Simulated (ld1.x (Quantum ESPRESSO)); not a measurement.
## Logarithmic derivatives: germanium (Ge), TM

```json
{
  "Element": "germanium (Ge)",
  "Generator": "ld1.x (Quantum ESPRESSO) 7.5",
  "Type": "norm-conserving Troullier–Martins (Kleinman–Bylander form)",
  "Functional": "LDA (PZ)",
  "Relativity": "scalar-relativistic",
  "Frozen core": "[Ar] 3d10",
  "Valence charge": "4",
  "Reference configuration": "4s2 4p0.5 (charge +1.5)",
  "Partial waves": "4p (bound): rc 2.00 bohr; 4s (bound): rc 1.65 bohr",
  "Local potential": "the s channel",
  "Core correction": "none"
}
```

The phase is arctan(r·u′/u) with u = r·R(r), unwrapped; energies in Ry, scanned from -4 to 5 Ry. A pole is an energy at which the radial function vanishes at the test radius. The pseudo phase is shifted by a multiple of π to meet the all-electron one at the reference energy, and phase errors are pseudo minus all-electron; the curves can meet again beyond the range given. Levels narrower than the energy grid can be missing from the lists of poles.

| channel | radius (bohr) | reference energy (Ry) | poles, all-electron | poles, pseudo | unbroken range about the reference energy with phases within 0.05 rad | phase error 1 Ry above the reference energy (rad) |
| --- | --- | --- | --- | --- | --- | --- |
| s | 2.21 | -1.82 | 0.01 | -0.02 | below 2.6 | -0.002 |
| p | 2.21 | -1.15 | 1.39 | 1.40 | below 4.9 | -0.000 |

Phases in the p channel:

```
E (Ry)  all-electron  pseudo
 -4.00         1.260   1.259
 -3.52         1.219   1.218
 -3.04         1.159   1.159
 -2.56         1.064   1.063
 -2.08         0.886   0.885
 -1.60         0.485   0.485
 -1.12        -0.342  -0.342
 -0.64        -0.999  -0.999
 -0.16        -1.281  -1.281
  0.32        -1.419  -1.419
  0.80        -1.502  -1.502
  1.28        -1.560  -1.559
  1.76        -1.605  -1.604
  2.24        -1.644  -1.642
  2.72        -1.682  -1.679
  3.20        -1.721  -1.716
  3.68        -1.766  -1.757
  4.16        -1.824  -1.807
  4.64        -1.905  -1.874
```
